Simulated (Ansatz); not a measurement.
Geometry optimisation, Ansatz 0.2.0, RKS B3LYP/def2-SVP.

The input (input.yaml):

```yaml
crystal:
  periodic: [false, false, false]
  atoms:
    - { symbol: C, position_ang: [-0.4774, 1.402, -0.3356] }
    - { symbol: B, position_ang: [0.4715, 0.4689, 0.4057] }
    - { symbol: O, position_ang: [1.6529, 1.0026, 1.0153] }
    - { symbol: Si, position_ang: [0.1592, -1.4164, 0.5149] }
    - { symbol: S, position_ang: [-0.0311, -2.2618, -1.4761] }
    - { symbol: Br, position_ang: [-1.8814, -1.7134, 1.5793] }
    - { symbol: H, position_ang: [-1.4977, 1.4002, 0.1374] }
    - { symbol: H, position_ang: [-0.1077, 2.5054, -0.3042] }
    - { symbol: H, position_ang: [-0.6088, 1.1576, -1.368] }
    - { symbol: H, position_ang: [2.3781, 0.9492, 0.3442] }
    - { symbol: H, position_ang: [1.1461, -2.1001, 1.2887] }
    - { symbol: H, position_ang: [-1.1266, -1.4494, -1.7677] }
basis:
  gaussian: { orbitals: def2-SVP }
hamiltonian:
  xc: b3lyp
relax:
  f_tol: 0.015
  max_steps: 40
output:
  orbitals: {}
```

Run as:

```bash
$ ansatz run input.yaml --threads 2 --pin off --max-ram 3072MiB --backend cpu --events-out ev --progress --plain --runs-dir out
```

Task: Where does it end, and by what steps?

Result: The run converged. The force dipped under the threshold on the way, but the program's further checks kept it going. After 22 steps the energy has fallen by 1.127 eV; H10 moved furthest, 0.87 Å.

```
step  energy less start (eV)  largest force component (eV/Å)  accepted
   0                  0.0000                           3.038       yes
   1                 -0.3729                           1.159       yes
   2                 -0.4520                           0.572       yes
   3                 -0.4846                           0.429       yes
   4                 -0.5164                           0.373       yes
   5                 -0.5260                           2.216       yes
   6                 -0.6198                           1.860       yes
   7                 -0.8342                           1.905       yes
   8                 -1.0609                           0.543       yes
   9                 -1.0974                           0.500       yes
  10                 -1.1048                           0.551       yes
  11                 -1.1203                           0.196       yes
  12                 -1.1239                           0.078       yes
  13                 -1.1251                           0.056       yes
  14                 -1.1258                           0.043       yes
  15                 -1.1261                           0.023       yes
  16                 -1.1263                           0.026       yes
  17                 -1.1264                           0.019       yes
  18                 -1.1265                           0.015       yes
  19                 -1.1266                           0.015       yes
  20                 -1.1267                           0.015       yes
  21                 -1.1267                           0.013       yes
  22                 -1.1268                           0.007       yes
```

```xyz
12
Properties=species:S:1:pos:R:3
C -0.403 1.482 -0.338
B 0.573 0.431 0.312
O 1.803 0.740 0.786
Si 0.061 -1.535 0.509
S -0.191 -2.498 -1.415
Br -1.843 -1.611 1.757
H -1.356 1.503 0.218
H 0.000 2.510 -0.372
H -0.663 1.189 -1.371
H 2.036 1.676 0.685
H 1.050 -2.407 1.196
H -0.989 -1.535 -1.932
```

The run took 2.2 min on 2 threads of Arm Neoverse V2, with other jobs on the host, peak memory 0.41 GiB.
